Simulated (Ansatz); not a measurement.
Gas-phase reaction R1 → P1 + P2, each structure at its B3LYP-D3(BJ)/def2-TZVP stationary point, reached from a drawn start (curvature not checked).
P1, CrO2 (SMILES [O]=[Cr]=[O]) (charge 0, multiplicity 3):
```xyz
3

Cr     0.00280     0.00390    -0.43266
O      1.45729    -0.00576     0.22574
O     -1.46009     0.00186     0.20692
```
R1: CrO3 (SMILES [O]=[Cr](=[O])=[O]), charge 0, multiplicity 1.
P2: O atom, charge 0, multiplicity 3.

```tsv
level	reaction energy (kJ/mol)
HF/def2-SVP	-512.0
SVWN5/def2-TZVPP	655.7
PBE/def2-TZVPP	541.4
r2SCAN/def2-TZVPP	486.0
PBE0/def2-TZVPP	378.2
BHLYP/def2-TZVPP	195.9
MP2/def2-SVP	1141.6
MP2/def2-QZVPP	1228.9
SCS-MP2/def2-SVP	1031.3
SCS-MP2/def2-QZVPP	1156.6
CCSD/def2-TZVPP	359.6
CCSD(T)/def2-SVP	492.1
CCSD(T)/def2-QZVPP	545.9
CCSD(T)/CBS(def2-TZVPP, def2-QZVPP)	553.2
```

P less R. No zero-point or thermal terms; singlets are restricted closed shells; open shells are unrestricted; no spin–orbit coupling. The spin states of the d-block species are the ones drawn and need not be the lowest.

Correlated levels freeze the cores. CBS: X⁻³ extrapolation of the correlation energy, Hartree–Fock from the larger set.

Doubts at one or more of the structures used: a spin-contaminated determinant (HF/def2-SVP, MP2/def2-SVP, MP2/def2-QZVPP, SCS-MP2/def2-SVP, SCS-MP2/def2-QZVPP, CCSD/def2-TZVPP, CCSD(T)/def2-SVP, CCSD(T)/def2-QZVPP, CCSD(T)/CBS(def2-TZVPP, def2-QZVPP)); T1 above 0.05 (CCSD/def2-TZVPP, CCSD(T)/def2-SVP, CCSD(T)/def2-QZVPP, CCSD(T)/CBS(def2-TZVPP, def2-QZVPP)); a doubt about the state reached (CCSD/def2-TZVPP, CCSD(T)/def2-SVP, CCSD(T)/def2-QZVPP, CCSD(T)/CBS(def2-TZVPP, def2-QZVPP)).

Programs: Ansatz (an electronic-structure program) with Gaussian orbitals. No computed number here is a measurement.
